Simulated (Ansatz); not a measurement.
Ga₅N₄H₁₆⁻, a cluster cut from zinc blende GaN (hydrogen-capped), relaxed as a singlet with RKS PBE-D4/def2-SVP in Ansatz, starting from the GFN2-xTB geometry. Force threshold 0.03 eV/Å.

Start:

Cartesian coordinates in Å:
```
Ga 2.087 -0.348 1.060
Ga -0.092 2.109 1.067
Ga 0.820 0.729 -1.686
Ga -0.041 -2.233 -0.785
Ga -2.223 0.224 -0.786
N 1.323 1.172 0.152
N 0.732 -1.813 1.008
N -1.715 0.946 1.006
N -0.639 -0.568 -1.554
H 2.224 -0.067 2.593
H 3.352 -0.840 0.316
H 0.198 2.200 2.602
H -0.424 3.430 0.331
H 2.031 0.041 -2.376
H 0.276 2.013 -2.373
H 1.080 -2.853 -1.654
H -1.256 -3.147 -0.423
H -2.706 1.409 -1.657
H -3.274 -0.875 -0.420
H 2.090 1.853 0.056
H 1.194 -2.665 1.346
H -0.018 -1.628 1.683
H -2.505 1.513 1.337
H -1.629 0.183 1.686
H -0.884 -0.785 -2.531
```

```tsv
step	energy (eV)	largest force component (eV/Å)	SCF passes
1	-268032.9799	0.758	20
2	-268033.3725	0.154	20
3	-268033.4087	0.057	20
4	-268033.4095	0.024	21
```

Force components are those of the run's own axes.

End:

Cartesian coordinates in Å:
```
Ga 2.161 -0.339 1.127
Ga -0.076 2.181 1.133
Ga 0.850 0.756 -1.748
Ga -0.076 -2.320 -0.813
Ga -2.313 0.200 -0.814
N 1.323 1.172 0.162
N 0.748 -1.800 0.977
N -1.700 0.960 0.974
N -0.647 -0.574 -1.550
H 2.277 -0.045 2.700
H 3.441 -0.892 0.354
H 0.228 2.249 2.707
H -0.466 3.525 0.368
H 2.096 0.026 -2.438
H 0.269 2.081 -2.433
H 1.109 -2.958 -1.668
H -1.333 -3.240 -0.430
H -2.807 1.451 -1.672
H -3.375 -0.939 -0.428
H 2.092 1.855 0.056
H 1.198 -2.656 1.332
H -0.004 -1.617 1.657
H -2.495 1.516 1.323
H -1.617 0.195 1.658
H -0.886 -0.787 -2.533
```

By distances, no bond broke or formed. The bond that changes most is Ga3–N6, from 1.96 to 2.01 Å (atoms count from 1).

No frequencies were taken in this run, so the end may be a saddle point.

It took 15 s on 2 threads of AMD EPYC 7R13 on a shared host and a share (18 GiB) of an NVIDIA H100 80GB HBM3, peak host memory 0.97 GiB.
